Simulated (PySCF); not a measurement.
Levels of Pb³⁺ from EOM-EA-GCCSD

Reference: closed-shell Pb⁴⁺, [Xe] 4f14 5d10; one electron is added. Calculated with PySCF 2.14, two-component X2C-1e with screened spin-orbit coupling, x2c-TZVPPall-2c with one added diffuse shell each of s, p, d, f type (12s12p10d4f, 126 functions); frozen [Kr] 4d10 4f14; the 26 highest virtual spinors dropped; of the others 110 kept and the rest restored at second order. No Breit or QED terms. Binding energies in eV.

```csv
level,Koopmans
6s1/2,40.450
6p1/2,31.404
6p3/2,28.962
6d3/2,18.792
7s1/2,18.783
6d5/2,18.537
7p1/2,15.872
```

How does correlation move these levels?

6s1/2: second order 42.250, EOM-CCSD 42.115; 6p1/2: second order 32.684, EOM-CCSD 32.619; 6p3/2: second order 30.078, EOM-CCSD 30.036; 6d3/2: second order 19.233, EOM-CCSD 19.213; 7s1/2: second order 19.273, EOM-CCSD 19.239; 6d5/2: second order 18.961, EOM-CCSD 18.935; 7p1/2: second order 16.237, EOM-CCSD 16.236.

For comparison, the ionisation energy of Pb³⁺ is 42.333 eV (measured; NIST Atomic Spectra Database, ionization energies).

Only part of the computed levels is shown.

The highest levels are limited by the diffuse functions of the basis.
